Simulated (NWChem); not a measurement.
The numbers come from NWChem runs, not from measurements. System: 2-butanone (C$_{4}$H$_{8}$O), charge 0, spin multiplicity 1, at a geometry optimised with PBE/def2-SVP. Level: B3LYP/def2-SVP, VWN1-RPA local correlation.

Part of the output:

```
             Northwest Computational Chemistry Package (NWChem) 7.3.0
             --------------------------------------------------------

                                NWChem Input Module
                                -------------------

 Scaling coordinates for geometry "geometry" by  1.889725989
 (inverse scale =  0.529177249)

                             Geometry "geometry" -> ""
                             -------------------------

 Output coordinates in angstroms (scale by  1.889725989 to convert to a.u.)

  No.       Tag          Charge          X              Y              Z
 ---- ---------------- ---------- -------------- -------------- --------------
    1 C                    6.0000     1.83392700     0.53075700    -0.26447300
    2 C                    6.0000     0.85230000    -0.28724800     0.59232500
    3 C                    6.0000    -0.54801300    -0.28640300    -0.02299300
    4 C                    6.0000    -1.48477100     0.82961800     0.41164300
    5 O                    8.0000    -0.88102000    -1.12996100    -0.84022800
    6 H                    1.0000     2.85229600     0.51099100     0.17210000
    7 H                    1.0000     1.52577900     1.59374700    -0.34530100
    8 H                    1.0000     1.89389600     0.11647900    -1.29084400
    9 H                    1.0000     1.18824800    -1.34278100     0.63971300
   10 H                    1.0000     0.82212400     0.11801400     1.62615600
   11 H                    1.0000    -0.98095600     1.81799500     0.37837400
   12 H                    1.0000    -1.78646500     0.66645800     1.46867200
   13 H                    1.0000    -2.38742200     0.83844500    -0.22606000

 Effective nuclear repulsion energy (a.u.)     174.8286499934

            Nuclear Dipole moment (a.u.)
            ----------------------------
        X                 Y               Z
 ---------------- ---------------- ----------------
    -0.0000037795     0.0000075589    -0.0000037795


 Summary of "ao basis" -> "" (spherical)
 ------------------------------------------------------------------------------
       Tag                 Description            Shells   Functions and Types
 ---------------- ------------------------------  ------  ---------------------
 *                          def2-svp                  on all atoms

                                 NWChem DFT Module
                                 -----------------
[...]
 Vector   19  Occ=2.000000D+00  E=-3.435579D-01
              MO Center= -1.5D-01, -3.9D-01, -2.1D-01, r^2= 3.3D+00
   Bfn.  Coefficient  Atom+Function         Bfn.  Coefficient  Atom+Function
  ----- ------------  ---------------      ----- ------------  ---------------
    62      0.324182   5 O  pz               61     -0.230240   5 O  py
    19      0.215409   2 C  py               65      0.212595   5 O  pz
     5     -0.198372   1 C  py               86     -0.197231   9 H  s
    33     -0.158593   3 C  py               34      0.157877   3 C  pz
    76     -0.154159   7 H  s                64     -0.152935   5 O  py

 Vector   20  Occ=2.000000D+00  E=-2.471553D-01
              MO Center= -6.6D-01, -7.0D-01, -4.4D-01, r^2= 2.1D+00
   Bfn.  Coefficient  Atom+Function         Bfn.  Coefficient  Atom+Function
  ----- ------------  ---------------      ----- ------------  ---------------
    60      0.501926   5 O  px               63      0.360026   5 O  px
    45      0.296803   4 C  s                17     -0.286236   2 C  s
    61     -0.246875   5 O  py               18      0.216317   2 C  px
    47     -0.175082   4 C  py               21      0.174067   2 C  px
    64     -0.173787   5 O  py               32     -0.148212   3 C  px

 Vector   21  Occ=0.000000D+00  E=-2.025261D-02
              MO Center= -4.8D-01, -3.7D-01, -9.9D-02, r^2= 2.6D+00
   Bfn.  Coefficient  Atom+Function         Bfn.  Coefficient  Atom+Function
  ----- ------------  ---------------      ----- ------------  ---------------
     3      0.428721   1 C  s                34      0.383897   3 C  pz
    37      0.348363   3 C  pz               65     -0.304788   5 O  pz
    62     -0.298934   5 O  pz               33     -0.296511   3 C  py
   102     -0.289885  12 H  s                72     -0.281348   6 H  s
    36     -0.258357   3 C  py               64      0.232895   5 O  py

 Vector   22  Occ=0.000000D+00  E= 4.598844D-02
              MO Center=  1.5D-01,  1.0D+00,  5.5D-01, r^2= 6.7D+00
   Bfn.  Coefficient  Atom+Function         Bfn.  Coefficient  Atom+Function
  ----- ------------  ---------------      ----- ------------  ---------------
    45      1.700064   4 C  s                17      1.147473   2 C  s
     3      1.034038   1 C  s                97     -0.975031  11 H  s
    77     -0.772209   7 H  s                92     -0.773505  10 H  s
   102     -0.687440  12 H  s                31     -0.527207   3 C  s
    72     -0.525399   6 H  s               107     -0.525499  13 H  s

 Vector   23  Occ=0.000000D+00  E= 8.338091D-02
              MO Center=  4.5D-01,  5.2D-01,  3.9D-01, r^2= 9.2D+00
   Bfn.  Coefficient  Atom+Function         Bfn.  Coefficient  Atom+Function
  ----- ------------  ---------------      ----- ------------  ---------------
     3      2.289254   1 C  s                45     -1.478932   4 C  s
   102      1.273317  12 H  s                82     -0.999962   8 H  s
    72     -0.947183   6 H  s                77     -0.719387   7 H  s
    17     -0.661822   2 C  s               107      0.508010  13 H  s
    92      0.468921  10 H  s                22     -0.413757   2 C  py

 center of mass
 --------------
 x =  -0.08126016 y =  -0.11223854 z =  -0.06292955

 moments of inertia (a.u.)
 ------------------
         244.673051243174         -32.856475720167          -6.894766915570
         -32.856475720167         511.340437737306         -56.041559786879
          -6.894766915570         -56.041559786879         573.331983130831

     Multipole analysis of the density
     ---------------------------------

     L   x y z        total         alpha         beta         nuclear
     -   - - -        -----         -----         ----         -------
     0   0 0 0      0.000000    -20.000000    -20.000000     40.000000

     1   1 0 0      0.362958      0.181481      0.181481     -0.000004
     1   0 1 0      0.760336      0.380164      0.380164      0.000008
     1   0 0 1      0.693998      0.347001      0.347001     -0.000004

     2   2 0 0    -23.170596   -139.730697   -139.730697    256.290797
     2   1 1 0     -1.599859     -7.088506     -7.088506     12.577154
     2   1 0 1     -1.297634      0.046611      0.046611     -1.390855
     2   0 2 0    -24.950874    -59.087640    -59.087640     93.224407
     2   0 1 1     -1.446703    -15.040084    -15.040084     28.633464
     2   0 0 2    -24.147637    -41.378899    -41.378899     58.610160

 Task  times  cpu:        6.7s     wall:        6.7s

 Total times  cpu:        6.7s     wall:        6.7s
```

Write an NWChem input that would produce this output.

Several could match; the one computed here: 
```
start mol
memory heap 200 mb stack 900 mb global 1100 mb
geometry units angstroms nocenter noautoz noautosym
  C      1.833927     0.530757    -0.264473
  C      0.852300    -0.287248     0.592325
  C     -0.548013    -0.286403    -0.022993
  C     -1.484771     0.829618     0.411643
  O     -0.881020    -1.129961    -0.840228
  H      2.852296     0.510991     0.172100
  H      1.525779     1.593747    -0.345301
  H      1.893896     0.116479    -1.290844
  H      1.188248    -1.342781     0.639713
  H      0.822124     0.118014     1.626156
  H     -0.980956     1.817995     0.378374
  H     -1.786465     0.666458     1.468672
  H     -2.387422     0.838445    -0.226060
end
basis spherical
  * library def2-svp
end
dft
  xc b3lyp
  semidirect memsize 60000000 filesize 0
  iterations 100
end
task dft energy
```
